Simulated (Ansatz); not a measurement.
Ansatz (a program for electronic structure) job for Au(Cl) anion (AuCl), SMILES [Cl][Au] (connectivity only; charge and spin as stated), charge -1, multiplicity 2, PBE-D3(BJ)/def2-TZVPD. 

Ansatz 0.2 input:
```yaml
crystal:
  periodic: [false, false, false]
  atoms:
    - {symbol: Au, position_ang: [0.00000000, 0.00000000, -0.53627497]}
    - {symbol: Cl, position_ang: [0.00000000, 0.00000000, 2.49210135]}
basis:
  gaussian:
    orbitals: def2-TZVPD
hamiltonian:
  xc: pbe
  dispersion: d3bj
total_charge: -1
magnetization: {spin_polarized: true, initial_magnetization: 1}
relax: {f_tol: 0.002, max_steps: 200}
```

It prints:

```
WARN ansatz: RAYON_NUM_THREADS=1 ignored (pool sized by the plan → 1); use --threads N
Functional definition: PBE
integrals: 0.02 GiB planned
648 factors; their error is unknown
mean field: 0.24 GiB planned
mean field evaluation 1: about -16207.6595 eV, gradient 3.8e1 eV
mean field evaluation 2: about -16185.2888 eV, gradient 7.8e1 eV
mean field evaluation 4: about -16213.3113 eV, gradient 1.5e1 eV
mean field evaluation 8: about -16214.7202 eV, gradient 1.5e-1 eV
mean field evaluation 16: about -16214.7151 eV, gradient 2.7e-5 eV
mean field evaluation 32: about -16213.2418 eV, gradient 2.4e-2 eV
mean field evaluation 64: about -16212.8202 eV, gradient 6.7e-1 eV
mean field evaluation 96: about -16212.7806 eV, gradient 2.9e-2 eV
mean field -16214.71513612 eV, -595.8797905238 hartree, gradient 2.6e-5 eV, S^2 0.752220; 10 other end points of the search recorded, 0 dependent functions left out
the calculation of the forces begins
reference -16214.71517223 eV, -595.8797918509 hartree; 19, 18 occupied and 70, 71 virtual orbitals, 648 factors
relax step   1: F+E_penalty+E_count = -16214.74745775 eV  Δ(F+E_penalty+E_count) = +0.000e0 eV  max|allowed force component| = 7.555e-1 eV/Å  Δτ_max = 0.0000 Å  (308 SCF iters, accepted)
these checks for a lower state are left out or cut short: starts, cluster_reference, orbital_swaps, neighbouring_geometries, increment
integrals: 0.02 GiB planned
648 factors; their error is unknown
mean field: 0.24 GiB planned
mean field -16214.80052045 eV, -595.8829283401 hartree, gradient 1.1e-5 eV, S^2 0.752268; 0 other end points of the search recorded, 0 dependent functions left out
the calculation of the forces begins
reference -16214.80055634 eV, -595.8829296588 hartree; 19, 18 occupied and 70, 71 virtual orbitals, 648 factors
relax step   2: F+E_penalty+E_count = -16214.83338539 eV  Δ(F+E_penalty+E_count) = -8.593e-2 eV  max|allowed force component| = 7.944e-1 eV/Å  Δτ_max = 0.0553 Å  (31 SCF iters, accepted)
these checks for a lower state are left out or cut short: starts, cluster_reference, orbital_swaps, neighbouring_geometries, increment
integrals: 0.02 GiB planned
648 factors; their error is unknown
mean field: 0.24 GiB planned
mean field -16215.07350834 eV, -595.8929604597 hartree, gradient 3.3e-5 eV, S^2 0.752454; 0 other end points of the search recorded, 0 dependent functions left out
the calculation of the forces begins
reference -16215.07354304 eV, -595.8929617350 hartree; 19, 18 occupied and 70, 71 virtual orbitals, 648 factors
relax step   3: F+E_penalty+E_count = -16215.10719628 eV  Δ(F+E_penalty+E_count) = -2.738e-1 eV  max|allowed force component| = 3.913e-1 eV/Å  Δτ_max = 0.1950 Å  (34 SCF iters, accepted)
these checks for a lower state are left out or cut short: starts, cluster_reference, orbital_swaps, neighbouring_geometries, increment
integrals: 0.02 GiB planned
648 factors; their error is unknown
mean field: 0.25 GiB planned
mean field -16214.71252053 eV, -595.8796944027 hartree, gradient 2.4e-5 eV, S^2 0.752545; 0 other end points of the search recorded, 0 dependent functions left out
the calculation of the forces begins
reference -16214.71255384 eV, -595.8796956269 hartree; 19, 18 occupied and 70, 71 virtual orbitals, 648 factors
relax step   4: F+E_penalty+E_count = -16214.74693177 eV  Δ(F+E_penalty+E_count) = +3.603e-1 eV  max|allowed force component| = 3.373e0 eV/Å  Δτ_max = 0.1892 Å  (35 SCF iters, rejected (line search))
these checks for a lower state are left out or cut short: starts, cluster_reference, orbital_swaps, neighbouring_geometries, increment
integrals: 0.02 GiB planned
648 factors; their error is unknown
mean field: 0.25 GiB planned
mean field evaluation 128: about -16215.0902 eV, gradient 1.7e-4 eV
mean field -16215.09015189 eV, -595.8935720992 hartree, gradient 1.7e-5 eV, S^2 0.752485; 0 other end points of the search recorded, 0 dependent functions left out
the calculation of the forces begins
reference -16215.09018642 eV, -595.8935733682 hartree; 19, 18 occupied and 70, 71 virtual orbitals, 648 factors
relax step   5: F+E_penalty+E_count = -16215.12398894 eV  Δ(F+E_penalty+E_count) = -1.679e-2 eV  max|allowed force component| = 1.527e-1 eV/Å  Δτ_max = 0.0301 Å  (31 SCF iters, accepted)
these checks for a lower state are left out or cut short: starts, cluster_reference, orbital_swaps, neighbouring_geometries, increment
integrals: 0.02 GiB planned
648 factors; their error is unknown
mean field: 0.25 GiB planned
mean field -16215.09227973 eV, -595.8936502959 hartree, gradient 4.7e-5 eV, S^2 0.752504; 0 other end points of the search recorded, 0 dependent functions left out
the calculation of the forces begins
reference -16215.09231417 eV, -595.8936515613 hartree; 19, 18 occupied and 70, 71 virtual orbitals, 648 factors
relax step   6: F+E_penalty+E_count = -16215.12620600 eV  Δ(F+E_penalty+E_count) = -2.217e-3 eV  max|allowed force component| = 4.380e-2 eV/Å  Δτ_max = 0.0192 Å  (28 SCF iters, accepted)
these checks for a lower state are left out or cut short: starts, cluster_reference, orbital_swaps, neighbouring_geometries, increment
integrals: 0.02 GiB planned
648 factors; their error is unknown
mean field: 0.25 GiB planned
mean field -16215.09247117 eV, -595.8936573312 hartree, gradient 3.2e-5 eV, S^2 0.752500; 0 other end points of the search recorded, 0 dependent functions left out
the calculation of the forces begins
reference -16215.09250563 eV, -595.8936585974 hartree; 19, 18 occupied and 70, 71 virtual orbitals, 648 factors
relax step   7: F+E_penalty+E_count = -16215.12637815 eV  Δ(F+E_penalty+E_count) = -1.721e-4 eV  max|allowed force component| = 3.035e-3 eV/Å  Δτ_max = 0.0043 Å  (30 SCF iters, accepted)
these checks for a lower state are left out or cut short: starts, cluster_reference, orbital_swaps, neighbouring_geometries, increment
integrals: 0.02 GiB planned
648 factors; their error is unknown
mean field: 0.25 GiB planned
mean field -16215.09247075 eV, -595.8936573157 hartree, gradient 1.8e-5 eV, S^2 0.752500; 0 other end points of the search recorded, 0 dependent functions left out
the calculation of the forces begins
reference -16215.09250520 eV, -595.8936585818 hartree; 19, 18 occupied and 70, 71 virtual orbitals, 648 factors
relax step   8: F+E_penalty+E_count = -16215.12637900 eV  Δ(F+E_penalty+E_count) = -8.550e-7 eV  max|allowed force component| = 1.140e-5 eV/Å  Δτ_max = 0.0003 Å  (23 SCF iters, accepted)
integrals: 0.02 GiB planned
648 factors; their error is unknown
mean field: 0.25 GiB planned
mean field evaluation 160: about -16215.0925 eV, gradient 5.3e-3 eV
mean field -16215.09247075 eV, -595.8936573157 hartree, gradient 1.8e-5 eV, S^2 0.752500; 1 other end points of the search recorded, 0 dependent functions left out
the calculation of the forces begins
reference -16215.09250520 eV, -595.8936585818 hartree; 19, 18 occupied and 70, 71 virtual orbitals, 648 factors
Total energy: -16215.12641346 eV, -595.8949046871 hartree
Atom 0 at     0.000000     0.000000    -0.240605 Å, force    -0.000000     0.000000     0.000011 eV/Å
Atom 1 at    -0.000000    -0.000000     2.196431 Å, force     0.000000    -0.000000    -0.000011 eV/Å
Dipole moment:     0.000000    -0.000000    -0.623286 e Å
```

Self-consistency was reached.
